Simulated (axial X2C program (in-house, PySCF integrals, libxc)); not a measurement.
# Which molecule gave these maps?

PBE0 fields computed with an in-house all-electron X2C program for linear molecules (integrals from PySCF), two-component, near the equilibrium distance, one atom at z = 0.

The maps cover the half plane through the axis: z from -2.4 to 4.8 Å along the bond, ρ from 0.15 to 2.25 Å away from it.

log10 of the density in e/bohr³:

```
 ρ\z  -2.4  -1.8  -1.2  -0.6   0.0   0.6   1.2   1.8   2.4   3.0   3.6   4.2   4.8
0.15  -3.2  -2.5  -1.7  -0.3   1.4  -0.3  -1.5  -1.7  -0.1   0.5  -1.3  -2.7  -3.3
0.45  -3.3  -2.6  -1.9  -0.7   0.2  -0.7  -1.6  -1.8  -0.7  -0.2  -1.6  -2.8  -3.4
0.75  -3.4  -2.7  -2.1  -1.3  -0.7  -1.3  -1.8  -2.0  -1.5  -1.2  -2.1  -2.9  -3.4
1.05  -3.5  -2.9  -2.3  -1.7  -1.3  -1.7  -2.0  -2.2  -2.1  -2.1  -2.6  -3.1  -3.5
1.35  -3.6  -3.1  -2.5  -2.0  -1.8  -2.0  -2.2  -2.4  -2.5  -2.6  -2.9  -3.2  -3.6
1.65  -3.8  -3.2  -2.8  -2.3  -2.2  -2.2  -2.4  -2.6  -2.7  -2.9  -3.1  -3.4  -3.8
1.95  -3.9  -3.4  -3.0  -2.6  -2.5  -2.5  -2.7  -2.8  -2.9  -3.1  -3.3  -3.6  -3.9
2.25  -4.1  -3.7  -3.2  -2.9  -2.8  -2.8  -2.9  -3.0  -3.1  -3.3  -3.5  -3.8  -4.1
```

Electron localisation function (collinear form, no current term, damped to 0 at low density):

```
 ρ\z  -2.4  -1.8  -1.2  -0.6   0.0   0.6   1.2   1.8   2.4   3.0   3.6   4.2   4.8
0.15  0.15  0.25  0.24  0.74  0.68  0.72  0.47  0.05  0.86  0.70  0.45  0.03  0.19
0.45  0.12  0.21  0.17  0.35  0.82  0.32  0.43  0.06  0.73  0.84  0.24  0.03  0.20
0.75  0.08  0.16  0.12  0.14  0.47  0.13  0.41  0.14  0.21  0.48  0.06  0.04  0.20
1.05  0.05  0.13  0.12  0.15  0.27  0.15  0.43  0.39  0.03  0.05  0.02  0.09  0.16
1.35  0.03  0.12  0.16  0.25  0.33  0.26  0.46  0.67  0.08  0.03  0.05  0.19  0.09
1.65  0.01  0.09  0.21  0.36  0.44  0.37  0.49  0.76  0.39  0.14  0.18  0.23  0.04
1.95  0.00  0.06  0.23  0.42  0.49  0.43  0.47  0.70  0.70  0.47  0.34  0.11  0.01
2.25  0.00  0.02  0.16  0.38  0.47  0.40  0.38  0.51  0.58  0.42  0.17  0.03  0.00
```

Axial spin density in 10⁻³ e/bohr³:

```
 ρ\z  -2.4  -1.8  -1.2  -0.6    0.0   0.6   1.2   1.8   2.4   3.0   3.6   4.2   4.8
0.15   0.2   1.2   5.9  50.3  474.6  46.9  -0.4  -2.0  -0.3   0.1  -0.7  -0.7  -0.3
0.45   0.2   1.1   6.1  67.9  192.3  63.9   1.7  -1.7  -0.1   0.1  -0.8  -0.7  -0.3
0.75   0.2   0.9   4.5  25.6   29.1  24.8   2.2  -1.4  -0.8  -0.5  -0.9  -0.6  -0.3
1.05   0.1   0.6   2.5   7.0    5.2   7.2   1.4  -1.0  -1.1  -0.9  -0.8  -0.5  -0.2
1.35   0.1   0.3   1.1   1.8    1.0   2.0   0.6  -0.7  -0.9  -0.8  -0.6  -0.3  -0.2
1.65   0.1   0.2   0.4   0.4    0.1   0.5   0.1  -0.4  -0.7  -0.6  -0.4  -0.2  -0.1
1.95   0.0   0.1   0.1   0.0   -0.1   0.1   0.0  -0.3  -0.4  -0.4  -0.3  -0.2  -0.1
2.25   0.0   0.0   0.0   0.0   -0.1   0.0  -0.1  -0.2  -0.2  -0.2  -0.2  -0.1  -0.1
```

Task: Which molecule is it?
A. NaFe
B. VAs
C. SrZr
D. TaB⁻

Result: A. NaFe, with Fe at z = 0 and Na at z = 2.809 Å, state Ω = 7/2 (⟨Sz⟩ = 1.50, ⟨Lz⟩ = 2.00 at PBE0), basis Fe dyall-cv3z [9s10p6d3f2g], Na dyall-cv3z [9s8p5d2f] (cores contracted in-house). The state is a single determinant with fixed occupations, the lowest that a limited PBE0 search found. Density functionals use the spin component along the axis (collinear). PBE0 can misorder states that lie within some tenths of an eV, so this need not be the ground state of the molecule. The nearest other spin-free determinant of the search, M_S = 5/2, Λ = 0, lies 0.19 eV up at the distance of the search. The functionals have no current-density term, which raises determinants with orbital currents, atoms included. With several unpaired electrons one determinant need not be a pure state. A state of lower Ω lies just above, and one determinant can place such states too high, so the state shown need not be the lowest. The search has Ω = 1/2 only 0.08 eV up. The determinant is spin-polarised beyond a pure state at some levels (its spin-free form has ⟨S²⟩ too high), which makes Re and μ there less reliable.
